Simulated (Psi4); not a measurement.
Psi4 was given this input:
```
memory 2 GB

molecule mol {
0 1
Cl   -0.939889   -1.512305   -1.164323
Ge    0.000000    0.000000   -0.000000
Cl    2.082483   -0.409659    0.146805
Cl   -0.286760    1.891828   -0.929979
Cl   -0.855834    0.030135    1.947498
}

set {
  basis cc-pvtz
  reference rks
}

energy('pbe0')
print_variables()
```

Task: What does this run give for the number of basis functions, total energy, nuclear repulsion energy, dipole moment?

Result: 
```yaml
number_of_basis_functions: 179
total_energy: -3917.2403 Eh
nuclear_repulsion_energy: 805.3710 Eh
dipole_moment: 0.00 D
```
